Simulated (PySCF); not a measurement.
1,1-dichloro-3-fluoropropa-1,2-diene (C₃HCl₂F), SMILES ClC(=C=CF)Cl. Atoms are numbered in the order given.

```xyz
7

F     -3.0793    -0.4840     0.0000
C     -2.1588     0.4715     0.0000
C     -0.8715     0.2367     0.0000
C      0.4240     0.0689     0.0000
Cl     1.3513    -0.0525    -1.4516
Cl     1.3513    -0.0525     1.4516
H     -2.5918     1.4786     0.0000
```

Coordinates come from a PBE0-D3(BJ)/def2-SVP optimisation.

The numbers are results of B3LYP/def2-TZVP (PySCF), not measurements.

ESP charges are fitted to the potential on shells at 1.4 to 2.0 van der Waals radii. Atomic charges (e):

| atom | ESP fit | Löwdin | Mulliken | IAO |
|---|---|---|---|---|
| F1 | -0.09 | 0.19 | -0.17 | -0.26 |
| C2 | -0.04 | -0.26 | 0.09 | 0.17 |
| C3 | 0.03 | -0.13 | 0.08 | -0.09 |
| C4 | -0.05 | -0.77 | -0.05 | ? |
| Cl5 | 0.00 | 0.42 | -0.04 | ? |
| Cl6 | 0.00 | 0.42 | -0.04 | ? |
| H7 | 0.16 | 0.14 | 0.13 | ? |

Task: Fill in the missing entries. (Estimate from the structure and the level; the computed values follow.)

Result: 
- C4, IAO: -0.04
- Cl5, IAO: 0.03
- Cl6, IAO: 0.03
- H7, IAO: 0.17

Task: Give the Mayer and Wiberg (Löwdin basis) orders of the bonds. (Estimate from the structure and the level; the computed values follow.)

Result: 
| bond | Mayer | Wiberg |
|---|---|---|
| F1–C2 | 1.10 | 1.79 |
| C2–C3 | 1.83 | 2.04 |
| C3–C4 | 1.73 | 2.04 |
| C4–Cl5 | 1.20 | 1.72 |
| C4–Cl6 | 1.20 | 1.72 |
| C2–H7 | 0.99 | 0.86 |
